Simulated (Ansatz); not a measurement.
Ansatz (a program for electronic structure) input:

Ansatz 0.2 input:
```yaml
crystal:
  periodic: [false, false, false]
  atoms:
    - {symbol: I, position_ang: [-0.00000000, -0.00000000, -1.66521061]}
    - {symbol: I, position_ang: [0.00000000, 0.00000000, 1.66521061]}
basis:
  gaussian:
    orbitals: def2-TZVPD
hamiltonian:
  xc: {name: r2SCAN}
total_charge: -1
magnetization: {spin_polarized: true, initial_magnetization: 1}
output: {forces: true}
```

### Question
What final total energy does it print?

### Answer
-595.76422 Eh (r2SCAN/def2-TZVPD). The basis has 118 functions.
